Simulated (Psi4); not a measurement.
F (SMILES [F-]), charge -1, singlet (a gas-phase anion, which may not be bound at this level).

Psi4 was given this input:
```
memory 2 GB

molecule {
-1 1
  F     0.00000000    0.00000000    0.00000000
}

set basis cc-pvtz

energy('mp2')
print_variables()
```

Q: What does this run give for the MP2 correlation energy, total energy, number of basis functions?

A: 
| Quantity | Result |
|---|---|
| MP2 correlation energy | -0.2813 Eh |
| total energy | -99.7056 Eh |
| number of basis functions | 30 |

A gas-phase anion may not be bound at this level; its values then depend on the basis.
